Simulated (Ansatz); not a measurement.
Reaction (cleavage of the Ge–Si bond): `[F][GeH2][SiH3]` + HBr → `[F][GeH2][Br]` + SiH₄

Computed with Ansatz on PBE0-D4/def2-TZVP structures; ΔE is electronic, products minus reactants. CCSD(T)/CBS adds triple-zeta CCSD(T) − MP2 to the extrapolated MP2 energy (def2 sets, frozen cores). This one scheme is used for every species. DFT in def2-TZVPP. B3LYP here is the variant with VWN-RPA as its local correlation; programs differ in this. HSE06 is defined as in plane-wave codes. For Br, Ge outer-core shells are correlated without core-valence functions, which leaves a few kJ/mol of doubt a bond. Scalar relativity is left out up to krypton.

```json
{"level": "revPBE-D4", "ΔE (kJ/mol)": "-64.4", "difference from CCSD(T)/CBS": "7.1"}
{"level": "BLYP-D4", "ΔE (kJ/mol)": "-69.0", "difference from CCSD(T)/CBS": "2.5"}
{"level": "r2SCAN-D4", "ΔE (kJ/mol)": "-72.3", "difference from CCSD(T)/CBS": "-0.8"}
{"level": "B97M-V", "ΔE (kJ/mol)": "-71.8", "difference from CCSD(T)/CBS": "-0.3"}
{"level": "r2SCANh-D4", "ΔE (kJ/mol)": "-73.2", "difference from CCSD(T)/CBS": "-1.7"}
{"level": "HSE06-D4", "ΔE (kJ/mol)": "-68.0", "difference from CCSD(T)/CBS": "3.5"}
{"level": "CAM-B3LYP-D4", "ΔE (kJ/mol)": "-73.1", "difference from CCSD(T)/CBS": "-1.6"}
{"level": "ωB97X-V", "ΔE (kJ/mol)": "-73.9", "difference from CCSD(T)/CBS": "-2.4"}
{"level": "PBE-QIDH", "ΔE (kJ/mol)": "-75.7", "difference from CCSD(T)/CBS": "-4.2"}
{"level": "revPBE", "ΔE (kJ/mol)": "-64.7", "difference from CCSD(T)/CBS": "6.8"}
{"level": "B3LYP", "ΔE (kJ/mol)": "-73.2", "difference from CCSD(T)/CBS": "-1.7"}
{"level": "r2SCAN0", "ΔE (kJ/mol)": "-75.0", "difference from CCSD(T)/CBS": "-3.5"}
{"level": "BHLYP", "ΔE (kJ/mol)": "-80.1", "difference from CCSD(T)/CBS": "-8.6"}
{"level": "CCSD/def2-SVP", "ΔE (kJ/mol)": "-75.5", "difference from CCSD(T)/CBS": "-4.0"}
{"level": "SCS-MP2/def2-TZVPP", "ΔE (kJ/mol)": "-81.5", "difference from CCSD(T)/CBS": "-10.0"}
{"level": "MP2/def2-QZVPP", "ΔE (kJ/mol)": "-79.5", "difference from CCSD(T)/CBS": "-8.0"}
{"level": "CCSD(T)/CBS", "ΔE (kJ/mol)": "-71.5", "difference from CCSD(T)/CBS": "0"}
```

Largest T1 diagnostic among the species: 0.012.

From PBE to PBE0 (25 % exact exchange), in def2-TZVPP and without D4, ΔE moves by −4.8 kJ/mol. Leaving LDA and LC-ωPBE aside and taking each functional with its dispersion term where it has one, the values, not all of them listed here, spread over 16.1 kJ/mol, from BHLYP-D4 to PBE-D4. LDA lies +4.3 kJ/mol from PBE without D4.
